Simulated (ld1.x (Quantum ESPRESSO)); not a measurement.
## An all-electron radial function and its pseudo partner (magnesium (Mg))

Columns: radius, all-electron u(r) and pseudo u(r) of the 2s shell (level -79.28 eV) of magnesium in the configuration [He] 2s2 2p6 3s2 3p0; LDA (PZ), scalar-relativistic, TM scheme, ld1.x (Quantum ESPRESSO) 7.5.

```csv
r (bohr),all-electron,pseudo
0.062,0.5587,-0.1659
0.125,0.3597,-0.3351
0.188,-0.0562,-0.5053
0.250,-0.4602,-0.6726
0.312,-0.7836,-0.8356
0.375,-1.0137,-0.9874
0.438,-1.1534,-1.1109
0.500,-1.2196,-1.1904
0.562,-1.2323,-1.2203
0.625,-1.2063,-1.2038
0.688,-1.1537,-1.1536
0.750,-1.0856,-1.0856
0.812,-1.0084,-1.0084
0.875,-0.9258,-0.9258
0.938,-0.8429,-0.8429
1.000,-0.7633,-0.7633
1.062,-0.6874,-0.6874
1.125,-0.6151,-0.6151
1.188,-0.5481,-0.5481
1.250,-0.4877,-0.4877
1.312,-0.4327,-0.4327
1.375,-0.3821,-0.3821
1.438,-0.3367,-0.3367
1.500,-0.2967,-0.2967
1.562,-0.2611,-0.2611
1.625,-0.2289,-0.2289
```

(1) How many radial nodes do the two functions have?

(2) At about which radius was the pseudo-wave matched?

(3) Is the pseudo-wave norm-conserving?

## Answers

(1) The all-electron 2s function has n − l − 1 = 1; the pseudo-wave has 0, since the states of the same l below it are removed with the core.

(2) 0.75 bohr, where the columns begin to agree (steps of 0.06 bohr).

(3) Yes: the TM scheme keeps the norm inside the radius equal to the all-electron one, which fixes the energy derivative of the logarithmic derivative at the level.
